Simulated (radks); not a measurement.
Q: All-electron atom: the holmium ion Ho+ in [Xe] 4f11 6s1. Calculated with a radial shooting solver on a logarithmic mesh with Libxc functionals: scalar-relativistic Kohn-Sham, Slater X-alpha with alpha = 0.825, spin-polarised, spherical densities, point nucleus; open shells are filled with parallel spins first (spin-orbit coupling, left out, can overturn this in heavy ions). Some entries of the table are withheld. Estimate them.

| orbital | occ. | eigenvalue (Ry) | r(max) (bohr) | <1/r> (bohr^-1) |
|---|---|---|---|---|
| 1s up | 1 | -4087.166 | 0.01311 | 76.08 |
| 1s down | 1 | -4087.165 | 0.01311 | 76.08 |
| 2s up | 1 | -685.7106 | 0.07455 | 17.71 |
| 2s down | 1 | -685.7050 | 0.07455 | 17.71 |
| 2p up | 3 | -608.2320 | 0.06050 | 16.41 |
| 2p down | 3 | -608.2279 | 0.06050 | 16.41 |
| 3s up | 1 | -153.9161 | 0.2109 | 6.529 |
| 3s down | 1 | -153.7901 | 0.2109 | 6.533 |
| 3p up | 3 | -130.1960 | 0.2072 | 6.113 |
| 3p down | 3 | -130.0709 | 0.2072 | 6.117 |
| 3d up | 5 | -100.0456 | 0.1689 | 5.801 |
| 3d down | 5 | -99.94837 | 0.1689 | 5.805 |
| 4s up | 1 | -30.98543 | 0.4824 | 2.760 |
| 4s down | 1 | -30.72217 | 0.4824 | 2.759 |
| 4p up | 3 | -23.15615 | 0.5038 | 2.529 |
| 4p down | 3 | -22.89632 | 0.5037 | 2.528 |
| 4d up | 5 | -12.55952 | 0.5204 | 2.235 |
| 4d down | 5 | -12.30490 | 0.5204 | 2.233 |
| 5s up | 1 | (1) | 1.125 | 1.051 |
| 5s down | 1 | (2) | 1.132 | 1.042 |
| 5p up | 3 | -2.51847 | 1.285 | 0.8729 |
| 5p down | 3 | -2.41006 | 1.295 | 0.8659 |
| 4f up | 7 | -0.98307 | 0.5176 | 1.646 |
| 4f down | 4 | -0.75665 | 0.5191 | 1.621 |
| 6s up | 1 | -0.72941 | 3.128 | 0.3527 |
| 6s down | 0 | -0.55785 | 3.045 | 0.3580 |

A: 
(1) 5s up eigenvalue (Ry): -4.35577
(2) 5s down eigenvalue (Ry): -4.22209
